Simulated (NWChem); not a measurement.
# Cl2Sn

```xyz
3

Sn     0.0000     0.0000     0.6266
Cl     1.8492     0.0000    -0.9215
Cl    -1.8492     0.0000    -0.9215
```
Charge 0, spin multiplicity 1.

All runs are NWChem calculations. Structure: optimised with PBE/def2-SVP with def2 effective core potentials on Sn, a minimum by its harmonic frequencies.

Symmetry labels belong to the abelian group C2v used in the runs, with the axes of the coordinates shown.

Effective core potentials replace the inner electrons of Sn; spin-orbit coupling is left out. The structure started from a generated list of species.

List the lowest 3 singlet excitations that TD-PBE/def2-SVPD with def2 effective core potentials on Sn gives, with oscillator strengths.


| state | symmetry | energy (eV) | wavelength (nm) | f |
|---|---|---|---|---|
| 1 | b2 | 3.48 | 356 | 0.012 |
| 2 | a2 | 3.50 | 354 | 0.000 |
| 3 | b1 | 4.13 | 300 | 0.027 |
